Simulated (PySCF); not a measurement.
**Computed data sheet: `C#C[Si](O)(O)O[SiH2]CC#N`**

C4H7NO3Si2.
Structure used (GFN2-xTB), in Å, numbered top down from 1:
```xyz
17
C4H7NO3Si2 angstrom
C     -2.3672    2.5076    1.4741
C     -2.1037    1.4370    0.9980
Si    -1.6591   -0.2042    0.2571
O     -1.2636   -1.2875    1.3933
O     -2.8706   -0.8279   -0.6242
O     -0.3582    0.0269   -0.6899
Si     1.2302    0.3108   -0.8002
C      2.1356   -0.9119    0.3639
C      3.5446   -0.7003    0.3616
N      4.6738   -0.5117    0.3411
H     -2.6047    3.4431    1.8929
H     -1.9446   -1.8331    1.7764
H     -3.1220   -0.4198   -1.4468
H      1.4870    1.6872   -0.3822
H      1.5231    0.0281   -2.2024
H      1.7573   -0.7922    1.3815
H      1.9353   -1.9402    0.0557
```

Structural features include: nitrile, alkyne, Si–H bond, siloxane link and C–Si bond.

From GFN2-xTB geometry:

```yaml
Point_group_of_the_GFN2-xTB_geometry: C1
Rotational_constants_A_B_C_of_the_GFN2-xTB_geometry: 1.811, 0.471, 0.445 GHz
```

**PBE0/pcSseg-1 ground state and GIAO shieldings, non-relativistic (PySCF)**

```yaml
Dipole_moment: 5.38 D
HOMO_energy: -8.58 eV
LUMO_energy: -0.14 eV
HOMO–LUMO_gap: 8.44 eV
Lowest_Hirshfeld_atomic_charge: -0.31 e on O5
Highest_Hirshfeld_atomic_charge: +0.54 e on Si3
13C_chemical_shifts_computed_TMS_as_zero_by_class: 119.7 (C9), 97.7 (C1), 86.1 (C2), 2.7 (C8) ppm
1H_chemical_shifts_computed_TMS_as_zero_by_class: 5.19 (H14/H15), 2.34 (H12/H13), 2.08 (H16/H17), 1.72 (H11) ppm
Isotropic_shieldings_of_nuclei_other_than_C_and_H_by_class: -29 (N10), 260 (O6), 279 (O4/O5), 377 (Si7), 430 (Si3) ppm
Mayer_bond_orders_between_heavy_atoms: C1–C2 2.57, C2–Si3 0.84, Si3–O4 1.07, Si3–O5 1.10, Si3–O6 0.94, O6–Si7 0.92, Si7–C8 0.83, C8–C9 1.03, C9–N10 3.04
```

Monoisotopic mass (most abundant isotopes): 172.9964 u.

With B = h/(8π²I), that is 505.379 GHz u Å² over I, the principal moments of inertia are 279.1, 1072.7 and 1135.6 u Å² (most abundant isotopes); the inertial defect Ic − Ia − Ib is -216.2 u Å² (zero for a rigid planar frame, negative otherwise). A dipole of 5.38 D is allowed in C1, and pure rotational transitions are dipole-allowed. In atomic units the dipole is 2.12 e·bohr (1 au = 2.5417 D). The rotational constants make it an asymmetric top with κ = (2B − A − C)/(A − C) = -0.96, nearer the prolate limit (−1).

Geometry: GFN2-xTB, one conformer, isolated molecule. NMR classes are plain means over equivalent atoms (diastereotopic ones count apart unless rotation or inversion swaps them), as if these changed places fast; in this geometry the members of some classes differ.

For the NMR shielding job (PBE0/pcSseg-1), time: 48 s of wall time; peak memory 0.98 GiB. Hardware: one thread, Arm Neoverse V1 (aarch64), no GPU, on a shared host.
